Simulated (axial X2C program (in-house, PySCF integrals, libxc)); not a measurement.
# Which molecule gave these maps?

PBE0 fields computed with an in-house relativistic program for diatomic molecules, 2c, near the equilibrium distance, one atom at z = 0.

The maps cover the half plane through the axis: z from -2.4 to 4.2 Å along the bond, ρ from 0.15 to 2.25 Å away from it.

log10 of the density in e/bohr³:

```
 ρ\z  -2.4  -1.8  -1.2  -0.6   0.0   0.6   1.2   1.8   2.4   3.0   3.6   4.2
0.15  -3.5  -2.5  -1.4   0.0   1.9   0.0  -1.1  -1.0   0.6  -1.1  -1.8  -2.8
0.45  -3.6  -2.6  -1.6  -0.4   0.4  -0.4  -1.2  -1.2  -1.1  -1.2  -2.0  -2.9
0.75  -3.7  -2.8  -1.8  -0.9  -0.4  -0.8  -1.5  -1.5  -1.3  -1.5  -2.2  -3.1
1.05  -3.9  -3.0  -2.1  -1.4  -1.0  -1.3  -1.8  -1.9  -1.7  -1.9  -2.5  -3.3
1.35  -4.1  -3.2  -2.5  -1.9  -1.6  -1.8  -2.2  -2.3  -2.2  -2.4  -2.9  -3.6
1.65  -4.3  -3.5  -2.9  -2.4  -2.2  -2.3  -2.6  -2.8  -2.7  -2.8  -3.3  -3.9
1.95  -4.6  -3.9  -3.3  -2.8  -2.7  -2.8  -3.1  -3.3  -3.2  -3.3  -3.7  -4.3
2.25  -5.0  -4.3  -3.7  -3.3  -3.1  -3.2  -3.5  -3.8  -3.8  -3.8  -4.2  -4.7
```

Electron localisation function (collinear form, no current term, damped to 0 at low density):

```
 ρ\z  -2.4  -1.8  -1.2  -0.6   0.0   0.6   1.2   1.8   2.4   3.0   3.6   4.2
0.15  0.02  0.11  0.23  0.65  0.36  0.63  0.44  0.65  1.00  0.99  1.00  0.96
0.45  0.02  0.11  0.22  0.56  0.46  0.54  0.43  0.87  0.04  1.00  1.00  0.93
0.75  0.01  0.11  0.21  0.40  0.57  0.40  0.39  0.75  0.86  1.00  1.00  0.80
1.05  0.01  0.09  0.19  0.32  0.39  0.36  0.30  0.44  0.87  0.99  0.99  0.41
1.35  0.00  0.06  0.16  0.27  0.33  0.33  0.19  0.15  0.67  0.94  0.91  0.08
1.65  0.00  0.02  0.13  0.21  0.27  0.26  0.10  0.04  0.28  0.72  0.40  0.01
1.95  0.00  0.00  0.07  0.16  0.20  0.18  0.04  0.01  0.05  0.17  0.03  0.00
2.25  0.00  0.00  0.01  0.07  0.10  0.07  0.01  0.00  0.00  0.01  0.00  0.00
```

Which molecule is it?
A. HgB⁺
B. InS⁺
C. AsI⁻
D. OsS⁺

A. HgB⁺, with Hg at z = 0 and B at z = 2.344 Å, state Ω = 0 (closed shell), basis Hg dyall-cv3z [13s14p9d6f4g], B dyall-v3z [7s6p2d1f] (cores contracted in-house). One determinant describes the state; a PBE0 search over occupations chose it and may have missed a lower one.
